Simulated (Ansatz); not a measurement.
C$_{2}$H$_{6}$BFO, SMILES `CCOBF`, 11 atoms. Charge 0, multiplicity 1. All runs use 4 threads of a server CPU on a shared host. Correlated methods freeze the cores.

(1) Give the basis size and wall time and peak host memory of each of these runs in Ansatz. RHF-CCSD(T)/def2-SVP energy; RKS ωB97M-V/def2-QZVPP energy; RKS r2SCAN0-D4/def2-TZVPP energy; RKS B2PLYP (frozen core)/def2-TZVPP energy; RKS CAM-B3LYP-D4/def2-TZVPP energy; direct RPA on PBE orbitals/def2-TZVPP energy; RKS PBE0-D4/def2-QZVPP energy; RKS ωB97M-V/def2-SVP energy; RKS PBE0-D4/def2-TZVP frequencies; RHF-MP2/def2-QZVPP energy; RKS PBE0-D4/def2-TZVP relaxation (7 steps); RKS PBE0-D4/def2-SVP energy. (Best estimate.)

Answers

(1) Ansatz gave: Other jobs shared the machine, so times are rough.

```json
{"level": "RKS PBE0-D4/def2-SVP", "job": "energy", "functions": "100", "wall time": "0.85 s", "peak host memory (GiB)": "0.19"}
{"level": "RKS CAM-B3LYP-D4/def2-TZVPP", "job": "energy", "functions": "239", "wall time": "2.6 s", "peak host memory (GiB)": "0.54"}
{"level": "RKS ωB97M-V/def2-SVP", "job": "energy", "functions": "100", "wall time": "3.3 s", "peak host memory (GiB)": "0.27"}
{"level": "RKS r2SCAN0-D4/def2-TZVPP", "job": "energy", "functions": "239", "wall time": "3.7 s", "peak host memory (GiB)": "0.5"}
{"level": "RKS B2PLYP (frozen core)/def2-TZVPP", "job": "energy", "functions": "239", "wall time": "4.2 s", "peak host memory (GiB)": "0.59"}
{"level": "RHF-CCSD(T)/def2-SVP", "job": "energy", "functions": "100", "wall time": "4.6 s", "peak host memory (GiB)": "0.47"}
{"level": "direct RPA on PBE orbitals/def2-TZVPP", "job": "energy", "functions": "239", "wall time": "4.7 s", "peak host memory (GiB)": "0.55"}
{"level": "RKS PBE0-D4/def2-QZVPP", "job": "energy", "functions": "465", "wall time": "6 s", "peak host memory (GiB)": "1.3"}
{"level": "RKS ωB97M-V/def2-QZVPP", "job": "energy", "functions": "465", "wall time": "15 s", "peak host memory (GiB)": "1.7"}
{"level": "RHF-MP2/def2-QZVPP", "job": "energy", "functions": "465", "wall time": "20 s", "peak host memory (GiB)": "2.8"}
{"level": "RKS PBE0-D4/def2-TZVP", "job": "relaxation (7 steps)", "functions": "191", "wall time": "20 s", "peak host memory (GiB)": "0.43"}
{"level": "RKS PBE0-D4/def2-TZVP", "job": "frequencies", "functions": "191", "wall time": "120 s", "peak host memory (GiB)": "0.43"}
```
